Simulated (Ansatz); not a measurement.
Species: ZnBr₂ (charge 0, singlet). 
Coordinates optimised at B3LYP-D3(BJ)/def2-TZVP (Ansatz, a first-principles code):
```xyz
3

Zn     0.0000     0.0000     0.0000
Br     0.0000     0.0000     2.2411
Br     0.0000     0.0000    -2.2411
```

Basis-set convergence of Hartree-Fock and CCSD correlation energies (hartree) with Ansatz. Cores are frozen in the correlated levels unless marked. Spin-orbit coupling is left out. The frozen core is the preceding noble-gas configuration, with the filled d and f shells of earlier blocks. Non-relativistic.

```
basis        functions        E(HF)  E(corr, CCSD)
-----------  ---------  -----------  -------------
def2-SVPD          116  -6921.90915       -0.54377
def2-TZVPPD        181            …              …
```

Task: What belongs in the gaps?

Result: 
- def2-TZVPPD, E(HF): -6922.77475
- def2-TZVPPD, E(corr, CCSD): -0.78978
